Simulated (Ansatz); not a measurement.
Cost and result for the atomization energy of C₂H₈GeO₃, SMILES `C[O][GeH]([OH])[O]C` (14 atoms, 13 bonds).

| atom | x (Å) | y (Å) | z (Å) |
| --- | --- | --- | --- |
| C1 | 0.455 | -1.817 | -1.056 |
| O2 | 0.752 | -0.439 | -1.121 |
| Ge3 | 1.035 | 0.474 | 0.369 |
| O4 | 1.223 | 2.125 | -0.215 |
| O5 | -0.363 | 0.335 | 1.433 |
| C6 | -1.613 | 0.835 | 1.006 |
| H7 | -0.414 | -2.021 | -0.419 |
| H8 | 1.304 | -2.400 | -0.678 |
| H9 | 0.230 | -2.160 | -2.067 |
| H10 | 2.230 | -0.003 | 1.190 |
| H11 | 1.037 | 2.176 | -1.156 |
| H12 | -2.329 | 0.677 | 1.815 |
| H13 | -1.568 | 1.907 | 0.786 |
| H14 | -1.980 | 0.312 | 0.115 |

The species carries charge 0 and has multiplicity 1. Correlated methods include outer-core shells of Ge, which these sets cover unevenly. Scalar relativity is left out up to krypton. Geometry: relaxed with PBE0-D4/def2-TZVP. It is one conformer, not always the lowest. Program: Ansatz. All runs use 2 threads of an AMD EPYC 7R13 on a shared host and a share of an NVIDIA H100 80 GB. Times are those of one run each, without the atoms' runs, and a repeat can differ threefold. Electronic energies, without spin–orbit coupling; frozen cores. CCSD(T)/CBS adds CCSD(T) − MP2 in def2-TZVPP to the MP2 limit, and its time is that of the two runs behind it. T1 = 0.012. With those shells the extrapolation isn't a true limit. B3LYP takes the VWN-RPA correlation (the form of Gaussian; ORCA's B3LYP/G).

CCSD(T)/CBS is a level of theory with its own doubt, some kJ/mol a heavy atom from the limit and from the frozen cores, so smaller differences don't rank the functionals.

```tsv
level	functions	wall time	atomization (kJ/mol)	difference from CCSD(T)/CBS	per bond
PBE0-D4/def2-TZVPP	315	1.8 s	5151.2	-54.5	-4.2
B3LYP-D4/def2-TZVPP (with forces)	315	2.5 s	5160.0	-45.7	-3.5
PBE-D4/def2-TZVPP (with forces)	315	2.6 s	5268.6	62.9	4.8
r2SCAN-D4/def2-TZVPP (with forces)	315	2.7 s	5190.6	-15.1	-1.2
ωB97X-V/def2-TZVPP	315	2.7 s	5197.9	-7.8	-0.6
B2PLYP/def2-TZVPP	315	3.1 s	5125.7	-80.0	-6.2
ωB97M-V/def2-TZVPP (with forces)	315	3.7 s	5182.4	-23.3	-1.8
MP2/def2-QZVPP	614	4.6 s	5251.5	45.8	3.5
CCSD(T)/def2-TZVPP	315	7.5 s	5077.1	-128.6	-9.9
CCSD(T)/CBS(def2)	–	12 s	5205.7	0.0	0.0
```

In def2-TZVPP, CCSD(T) changes the Hartree–Fock value by +1425.4 kJ/mol (the triples alone add +81.5 kJ/mol) and MP2 by +1523.7 kJ/mol; breaking electron pairs costs correlation energy, which Hartree–Fock lacks. The D4 term adds +44.0 kJ/mol with B3LYP and +23.5 kJ/mol with PBE0; it sums over pairs of atoms, weighted by their polarisabilities, and B3LYP, whose exchange is more repulsive, gets the larger term. From PBE to PBE0 (25 % exact exchange), in def2-TZVPP and without D4, the atomization energy moves by −113.3 kJ/mol: exact exchange takes away binding that semilocal exchange gives to molecules.
